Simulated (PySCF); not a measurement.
3-fluoro-3-methylbut-1-yne (C5H7F), SMILES C#CC(C)(C)F.

Geometry optimised at TPSSh-D3(BJ)/def2-SVP.

Two levels are set side by side: TDA-PBE/def2-SVPD (PySCF) and TDA-CAM-B3LYP/def2-SVPD (PySCF). Vertical, same geometry. The lowest singlet is HOMO→LUMO 99 % with PBE and HOMO→LUMO+1 74 %, HOMO→LUMO 17 % with the other functional; states are paired by order. Differences are taken from unrounded values.

```
quantity                               TDA-CAM-B3LYP  TDA-PBE  TDA-PBE minus TDA-CAM-B3LYP
-------------------------------------  -------------  -------  ---------------------------
lowest singlet excitation (eV)                  6.24     6.15                        -0.09
lowest triplet excitation (TDA) (eV)            5.22     5.22                        -0.01
first bright state (f over 0.05) (eV)           7.84     7.97                         0.12
its oscillator strength                         0.08     0.10                         0.02
```

Rough cost on one machine, each run with all the roots and properties that it gave: TDA-CAM-B3LYP against TDA-PBE about 3 times.
